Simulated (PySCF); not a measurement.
## Working out the ionisation energy of Pt

Pt [Xe] 4f14 5d9 6s1 (3D) → Pt⁺ [Xe] 4f14 5d9 (2D). Calculation: PySCF 2.14, in ANO-RCC-VTZP (8s7p5d3f1g, 84 functions); scalar relativity by spin-free X2C-1e. Frozen: [Kr] 4d10 4f14. Energies in hartree (1 hartree = 27.21139 eV):

| part | Pt (lower) | Pt⁺ (upper) |
| --- | --- | --- |
| UHF | -18409.483464 | -18409.204687 |
| CCSD correlation | -0.522404 | -0.476916 |
| (T) | -0.018238 | -0.014871 |

What does Hartree-Fock give?

(-18409.204687) − (-18409.483464) = 0.278777 hartree = 7.586 eV.

What do CCSD and CCSD(T) give?

The CCSD correlation energies differ by 0.045488 hartree = 1.238 eV and the triples by 0.003367 hartree = 0.092 eV, so CCSD gives 8.824 eV and CCSD(T) 8.916 eV.

A first-order spin-orbit estimate adds -0.018 eV to CCSD(T) (valence and next inner shell), giving 8.898 eV against 8.959 eV (measured; NIST Atomic Spectra Database, ionization energies).

What remains against the reference includes basis incompleteness, the frozen core and higher excitations.
